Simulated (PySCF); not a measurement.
A survey of ¹⁷O NMR shifts

[PySCF: shieldings: GIAO PBE0/pcSseg-1; geometry from GFN2-xTB; equivalent nuclei averaged; one computed conformer; gas phase; non-relativistic]

Shieldings were converted by a linear fit to measured shifts: ¹⁷O (scatter 10.7 ppm rms, 12.2 ppm with the 3 outliers that the fit left out vs liquid water, solution or neat liquid). A few per cent of atoms miss by over 2 rms, more outside the fitted compound classes.

Task: Give the ¹⁷O shifts of `C=NC[SiH2][Si@@H](O)C(C)=O`, `CCO[Si@@H](C)/C=C/[SiH3]`, `C=C(C=O)[Si@@H](O)[SiH2]NC`, `CC(C)OC1[SiH2]C[SiH2]1`.

Result: 
```
                                                         compound                 environment  δ (ppm)
[CH2:1]=[N:2][CH2:3][SiH2:4][Si@@H:5]([OH:6])[C:7]([CH3:8])=[O:9]         O9: carbonyl oxygen    710.2
[CH2:1]=[N:2][CH2:3][SiH2:4][Si@@H:5]([OH:6])[C:7]([CH3:8])=[O:9]  O6: oxygen bonded to Si, H    -44.0
                                         CCO[Si@@H](C)/C=C/[SiH3]      oxygen bonded to C, Si      1.4
[CH2:1]=[C:2]([CH:3]=[O:4])[Si@@H:5]([OH:6])[SiH2:7][NH:8][CH3:9]         O4: aldehyde oxygen    563.1
[CH2:1]=[C:2]([CH:3]=[O:4])[Si@@H:5]([OH:6])[SiH2:7][NH:8][CH3:9]  O6: oxygen bonded to Si, H    -26.5
                                           CC(C)OC1[SiH2]C[SiH2]1                ether oxygen     14.7
```
